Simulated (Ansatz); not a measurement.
```yaml
crystal:
  periodic: [false, false, false]
  atoms:
    - {symbol: C, position_ang: [0.556059, -0.177460, -1.959128]}
    - {symbol: C, position_ang: [-0.516654, -0.063260, -1.178158]}
    - {symbol: C, position_ang: [-0.491876, 0.042976, 0.275904]}
    - {symbol: C, position_ang: [-1.636381, 0.152886, 0.962325]}
    - {symbol: Si, position_ang: [1.130596, 0.029567, 1.213374]}
    - {symbol: H, position_ang: [0.464418, -0.252398, -3.035708]}
    - {symbol: H, position_ang: [1.563444, -0.200810, -1.554775]}
    - {symbol: H, position_ang: [-1.503893, -0.045457, -1.638827]}
    - {symbol: H, position_ang: [-1.656428, 0.233734, 2.043418]}
    - {symbol: H, position_ang: [-2.599586, 0.165310, 0.456229]}
    - {symbol: H, position_ang: [0.828246, 0.146583, 2.663039]}
    - {symbol: H, position_ang: [1.882909, -1.230249, 0.967980]}
    - {symbol: H, position_ang: [1.999646, 1.163777, 0.799027]}
basis:
  gaussian: {orbitals: ANO-RCC-VTZP, point_charges: [{charge: 1.00, position_ang: [4.910, 0.386, 0.106]}]}
hamiltonian: {xc: {name: CAM-B3LYP}, dispersion: d4}
```

```sh
$ ansatz run in.yaml --threads 4 --pin off --events-out ev --progress --plain --max-ram 10444MiB
```

It prints (some lines left out):

```
Functional definition: CAM-B3LYP
1664 factors; their error is unknown
560 factors; integrals over basis functions are off by at most 1.2e-5 eV
mean field evaluation 1: about -12167.5217 eV, gradient 4.8e1 eV
mean field evaluation 2: about -12168.9523 eV, gradient 4.0e1 eV
mean field evaluation 4: about -12172.9481 eV, gradient 3.1e0 eV
mean field evaluation 8: about -12172.9697 eV, gradient 7.9e-2 eV
mean field evaluation 16: about -12172.9969 eV, gradient 9.8e-5 eV
mean field -12172.99690697 eV, -447.3493851776 hartree, gradient 2.2e-5 eV, S^2 0.000000; 0 other end points of the search recorded, 0 dependent functions left out
reference -12172.99706959 eV, -447.3493911535 hartree; 23, 23 occupied and 243, 243 virtual orbitals, 1664 factors
Total energy: -12173.24957474 eV, -447.3586705467 hartree
Relativity: scalar
```

Run time 7 s (4 threads of an Arm Neoverse V2 on a shared host); peak host memory 0.95 GiB.
